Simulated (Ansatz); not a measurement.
C₂H₇BSe. Total charge 0; spin multiplicity 1. The bonds changed during the relaxation, so this is another structure than the one it started from. The structure was optimised at the PBE0-D4/def2-TZVP level. It is one conformer, not always the lowest.

```xyz
11

B     0.320    1.204   -0.936
C     1.328    0.317   -0.153
Se   -0.047   -0.955   -0.811
C    -1.146   -1.018    0.788
H    -0.569    1.755   -0.352
H     0.551    1.473   -2.080
H     2.283    0.036   -0.588
H     1.340    0.273    0.933
H    -2.111   -1.437    0.506
H    -0.670   -1.647    1.537
H    -1.279   -0.002    1.154
```

Question: What is the dipole moment at r2SCAN/def2-TZVPP? (Estimate.)

Answer: The calculation gave: 2.71 D, with components (-0.30, -1.91, 1.90) D in this frame, pointing from negative to positive charge.

Question: And with PBE, B3LYP, ωB97M-V? (Estimate.)

Answer: The calculation gave: PBE 2.73 D, B3LYP 2.62 D, ωB97M-V 2.61 D.

Question: Give the Mulliken charges with r2SCAN, B3LYP, ωB97M-V in def2-TZVPP. (An estimate is asked.)

Answer: Ansatz gave: 
| atom | r2SCAN | B3LYP | ωB97M-V |
| --- | --- | --- | --- |
| B1 | -0.20 | -0.22 | -0.35 |
| C2 | -0.19 | -0.26 | -0.29 |
| Se3 | 0.16 | 0.17 | 0.18 |
| C4 | -0.26 | -0.38 | -0.42 |
| H5 | -0.01 | 0.01 | 0.06 |
| H6 | -0.01 | 0.02 | 0.07 |
| H7 | 0.10 | 0.13 | 0.15 |
| H8 | 0.09 | 0.13 | 0.14 |
| H9 | 0.10 | 0.13 | 0.15 |
| H10 | 0.10 | 0.13 | 0.15 |
| H11 | 0.11 | 0.14 | 0.15 |

B3LYP here is the variant with VWN-RPA as its local correlation; programs differ in this.
